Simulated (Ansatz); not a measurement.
Mulliken charges of `[CH2][InH][CH3]` radical from B3LYP/def2-TZVPP in Ansatz (PBE0-D4/def2-TZVP geometry).

| atom | x (Å) | y (Å) | z (Å) | charge (e) |
| --- | --- | --- | --- | --- |
| C1 | -0.410 | 0.262 | -1.985 | -0.535 |
| In2 | 0.773 | 0.211 | -0.220 | 0.728 |
| C3 | -0.179 | -0.334 | 1.633 | -0.585 |
| H4 | -0.015 | 0.514 | -2.966 | 0.119 |
| H5 | -1.475 | 0.038 | -1.998 | 0.117 |
| H6 | 2.452 | 0.596 | -0.348 | -0.161 |
| H7 | -1.182 | 0.092 | 1.689 | 0.106 |
| H8 | -0.276 | -1.422 | 1.683 | 0.101 |
| H9 | 0.401 | -0.004 | 2.494 | 0.111 |

Question: By hand: the dipole of these point charges (1 e Å = 4.8032 D).

Answer: Σ q r = (0.209, 0.044, 0.042) e Å, of length 0.218 e Å = 1.05 D.

Question: How does the dipole of the full density compare? (Estimate.)

Answer: Ansatz gave: (-0.120, -0.031, 0.016) e Å, 0.60 D; the point charges give 1.75 times that, at 161° from its direction, so they point the opposite way.

Point charges leave out the atoms' own dipoles, such as those of lone pairs, and Mulliken's split depends on the basis, so the two needn't agree.

B3LYP here is the variant with VWN-RPA as its local correlation; programs differ in this.
